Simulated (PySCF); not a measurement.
How do the members of this family differ from one of them?

PySCF, CAM-B3LYP/def2-SVPD, density fitting, gas phase; each molecule at its own PBE0-D3(BJ)/def2-SVP geometry, one conformer. Singlet excitations by full TDDFT with frozen cores, triplets by Tamm–Dancoff TDDFT and ionisation energies by ΔSCF, from the lowest of the holes tried. 

Torsions of the conformers computed, which needn't be the lowest (atom-mapped SMILES):
- `[O:1]=[CH:2][CH2:3][B:4]([F:5])[F:6]`: O1–C2–C3–B4 -113°, C2–C3–B4–F5 137°
- `[F:1][B:2]([F:3])[CH2:4][S:5][SiH3:6]`: F1–B2–C4–S5 -83°, B2–C4–S5–Si6 73°
- `[F:1][B:2]([F:3])[CH2:4][CH:5]1[CH2:6][CH2:7]1`: F1–B2–C4–C5 -24°, B2–C4–C5–C6 -158°
- `[F:1][B:2]([F:3])[CH2:4][B:5]([Cl:6])[Cl:7]`: F1–B2–C4–B5 -96°, B2–C4–B5–Cl6 -91°
- `[H]/[N:1]=[CH:2]/[CH2:3][B:4]([F:5])[F:6]`: N1–C2–C3–B4 115°, C2–C3–B4–F5 18°
- `[CH3:1][C:2]#[C:3][CH2:4][B:5]([F:6])[F:7]`: C3–C4–B5–F6 180°

Reference: `CB(F)F`, with HOMO energy -11.87 eV, LUMO energy 0.83 eV, lowest singlet excitation 8.82 eV, lowest triplet excitation 7.98 eV, mean polarisability 27.6 au, dipole moment 1.73 D and vertical ionisation energy 13.20 eV.

Changes against it:

```json
{"molecule": "FB(F)CC1CC1", "change": "H on C → cPr", "Δ HOMO energy (eV)": "+2.34", "Δ LUMO energy (eV)": "+0.12", "Δ lowest singlet excitation (eV)": "-1.28", "Δ lowest triplet excitation (eV)": "-0.95", "Δ mean polarisability (au)": "+31.0", "Δ dipole moment (D)": "-0.02", "Δ vertical ionisation energy (eV)": "-2.81"}
{"molecule": "FB(F)CB(Cl)Cl", "change": "H on C → BCl2", "Δ HOMO energy (eV)": "+1.21", "Δ LUMO energy (eV)": "-1.57", "Δ lowest singlet excitation (eV)": "-2.77", "Δ lowest triplet excitation (eV)": "-2.17", "Δ mean polarisability (au)": "+37.2", "Δ dipole moment (D)": "+0.03", "Δ vertical ionisation energy (eV)": "-1.44"}
{"molecule": "[H]/N=C/CB(F)F", "change": "H on C → CH=NH", "Δ HOMO energy (eV)": "+2.49", "Δ LUMO energy (eV)": "-0.07", "Δ lowest singlet excitation (eV)": "-3.36", "Δ lowest triplet excitation (eV)": "-3.36", "Δ mean polarisability (au)": "+17.9", "Δ dipole moment (D)": "+0.30", "Δ vertical ionisation energy (eV)": "-2.76"}
{"molecule": "CC#CCB(F)F", "change": "H on C → propynyl", "Δ HOMO energy (eV)": "+3.21", "Δ LUMO energy (eV)": "-0.01", "Δ lowest singlet excitation (eV)": "-2.35", "Δ lowest triplet excitation (eV)": "-2.59", "Δ mean polarisability (au)": "+33.3", "Δ dipole moment (D)": "-0.13", "Δ vertical ionisation energy (eV)": "-3.58"}
```

Rows whose labels were lost:

```json
{"row": "P", "Δ HOMO energy (eV)": "+2.48", "Δ LUMO energy (eV)": "-0.81", "Δ lowest singlet excitation (eV)": "-4.45", "Δ lowest triplet excitation (eV)": "-4.21", "Δ mean polarisability (au)": "+13.3", "Δ dipole moment (D)": "+0.79", "Δ vertical ionisation energy (eV)": "-2.68"}
{"row": "Q", "Δ HOMO energy (eV)": "+3.28", "Δ LUMO energy (eV)": "-0.49", "Δ lowest singlet excitation (eV)": "-3.51", "Δ lowest triplet excitation (eV)": "-3.21", "Δ mean polarisability (au)": "+46.8", "Δ dipole moment (D)": "-0.04", "Δ vertical ionisation energy (eV)": "-3.78"}
```

Problem. Which row belongs to which of `O=CCB(F)F` (H on C → CHO) and `FB(F)CS[SiH3]` (H on C → SSiH3)?

Solution. P = `O=CCB(F)F` and Q = `FB(F)CS[SiH3]`. P and Q are told apart most clearly by the mean polarisability (+13.3 against +46.8 au).

Problem. Which row has the smallest HOMO–LUMO gap and which the largest, and does the HOMO or the LUMO shift more there?

Solution. Smallest, counted from the reference: Q, -3.77 eV (HOMO +3.28, LUMO -0.49), the larger shift being that of the HOMO. Largest: `FB(F)CC1CC1`, -2.22 eV (HOMO +2.34, LUMO +0.12), the larger shift being that of the HOMO. The gap of the reference itself lies above all of them.
